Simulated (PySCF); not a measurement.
The dipole of `Cn1ccc(CC(F)(F)F)c1` from its density and from atomic charges.

Coordinates (GFN2-xTB, Å) and charges (e) from the PBE0/pcSseg-1 density (PySCF):

```csv
atom,x,y,z,Mulliken,IAO,Hirshfeld,ESP-fitted
C1,2.987,0.385,-0.084,-0.0389,-0.3096,-0.0479,-0.4048
N2,1.633,-0.074,-0.213,-0.6048,-0.0527,-0.0015,+0.3326
C3,1.164,-0.891,-1.189,+0.1813,-0.1214,-0.0380,-0.3185
C4,-0.163,-1.134,-0.959,-0.1352,-0.2271,-0.1054,-0.3578
C5,-0.510,-0.438,0.217,-0.3548,-0.0694,-0.0529,+0.2152
C6,-1.870,-0.359,0.836,-0.1442,-0.3087,-0.0923,-0.5825
C7,-2.650,0.800,0.240,+0.7800,+0.8094,+0.2570,+0.7592
F8,-2.862,0.661,-1.075,-0.2689,-0.2850,-0.0971,-0.2259
F9,-3.865,0.936,0.805,-0.2800,-0.2946,-0.1085,-0.2542
F10,-2.029,1.978,0.406,-0.2725,-0.2878,-0.1007,-0.2279
C11,0.624,0.207,0.647,+0.2422,-0.1283,-0.0416,-0.4410
H12,3.466,0.389,-1.062,+0.1226,+0.1601,+0.0593,+0.1484
H13,2.999,1.397,0.320,+0.1246,+0.1595,+0.0584,+0.1547
H14,3.560,-0.265,0.584,+0.1289,+0.1518,+0.0506,+0.1402
H15,1.801,-1.238,-1.978,+0.0931,+0.1558,+0.0527,+0.2093
H16,-0.818,-1.734,-1.559,+0.0511,+0.1569,+0.0478,+0.2204
H17,-1.806,-0.186,1.912,+0.1473,+0.1668,+0.0531,+0.2024
H18,-2.441,-1.269,0.646,+0.1509,+0.1687,+0.0549,+0.2004
H19,0.771,0.843,1.498,+0.0774,+0.1556,+0.0523,+0.2298
```

Question: Compute μ = Σ q r for each scheme (1 e·Å = 4.803 D) and compare with the dipole of the full density.

Answer: The full density gives (3.82, -0.92, 0.78) D, 4.00 D in size; dipole vectors point from the negative to the positive end.

```
    scheme    μx     μy    μz  size (D)  share of the full size (%)  angle to the full dipole (°)
  Mulliken  4.22  -1.18  1.74      4.71                         118                            11
       IAO  4.54  -1.71  1.29      5.01                         125                             8
 Hirshfeld  3.12  -0.33  0.46      3.17                          79                             8
ESP-fitted  3.85  -0.97  0.79      4.05                         101                             0
```

Question: Which set comes closest?

Answer: Length of the difference vector: ESP-fitted 0.06 D, Hirshfeld 0.97 D, Mulliken 1.08 D, IAO 1.18 D. Closest: ESP-fitted. 

Question: What is left for the Hirshfeld atoms' own dipoles?

Answer: The shares of the density sum to the whole, so what Σ q r misses lies in dipoles about the nuclei. The atomic dipoles sum to (3.82, -0.92, 0.78) − (3.12, -0.33, 0.46) = (0.70, -0.59, 0.32) D, 0.97 D in size.

Question: With the origin at the mean of the coordinates, (-0.001, 0.000, 0.000) Å, which are the largest single terms, by size, of the ESP-fitted dipole along the direction of the full one?

Answer: C7 -9.71, C1 -5.33, F9 +4.57, C6 +4.30, F8 +3.35 D; all 19 atoms together +4.05 D. The single terms depend on the origin, their sum doesn't.

Question: Give the size of the full dipole in other units.

Answer: 4.00 D = 1.575 au = 0.833 e·Å = 13.35 × 10⁻³⁰ C·m.

One conformer (not necessarily the lowest) at the GFN2-xTB geometry, without solvent, vibrations or thermal averaging.

The values belong to the conformer `[CH3:1][n:2]1[cH:3][cH:4][c:5]([CH2:6][C:7]([F:8])([F:9])[F:10])[cH:11]1`: C4–C5–C6–C7 -88°, C5–C6–C7–F8 62°.
